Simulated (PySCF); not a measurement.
Gas-phase reaction: InI₃ + 2 InBr₃ = 3 InI + 3 Br₂

Method: PySCF energies plus ideal-gas RRHO corrections (1 bar). † marks an energy on the PBE0/def2-TZVP geometry and frequencies. MP2 and CCSD(T) freeze the core. All species are closed-shell singlets. B3LYP is the form with VWN-RPA correlation. I, In: scalar-relativistic def2 core potential, no spin-orbit coupling. Br: all electrons, no relativistic terms. MP2 isn't extrapolated to the basis-set limit. CCSD(T) isn't extrapolated to the basis-set limit.

| level | ΔH°(298 K), kJ |
|---|---|
| B3LYP/def2-TZVP† | ___ |
| CCSD(T)/def2-SVP† | 847 |
| M06-2X/def2-TZVP† | 843 |
| MP2/def2-TZVPP† | 851 |
| ωB97X-V/def2-TZVP† | ___ |

### Question
What belongs in the gaps?

### Answer

- B3LYP/def2-TZVP†, ΔH°(298 K), kJ: 676
- ωB97X-V/def2-TZVP†, ΔH°(298 K), kJ: 839
